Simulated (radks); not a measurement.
Ionisation of neutral aluminium, [Ne] 3s2 3p1, to [Ne] 3s2 as the strength of local exchange is varied. Method: Dirac Kohn-Sham, Slater X-alpha exchange (alpha = 2/3 is LDA exchange), no correlation, spin-unpolarised, spherical densities, point nucleus; open shells are shared between the two j in proportion to 2j + 1; computed with a radial shooting solver on a logarithmic mesh with Libxc functionals.

alpha,E(Al) (hartree),exchange (hartree),IE (eV),-e of the level emptied (eV),<r> of it (bohr)
0.667,-240.80966,-16.49023,4.906,1.943 (3p3/2),3.625
0.677,-241.05700,-16.75193,4.966,1.990 (3p3/2),3.604
0.87,-245.87239,-21.88552,6.196,2.995 (3p3/2),3.250
0.963,-248.22107,-24.41539,6.837,3.540 (3p3/2),3.113
1.011,-249.44048,-25.73540,7.179,3.835 (3p3/2),3.049
1.015,-249.54232,-25.84583,7.208,3.860 (3p3/2),3.044

NIST Atomic Spectra Database: 5.986 eV (measured). The Delta-SCF value meets it near alpha = 0.84. Spin polarisation and multiplet splitting are left out, so open shells lie too high by an amount that depends on their filling.

Beside tabulated values, note that spin-unpolarised runs miss the spin-polarisation part of the exchange energy of open shells.
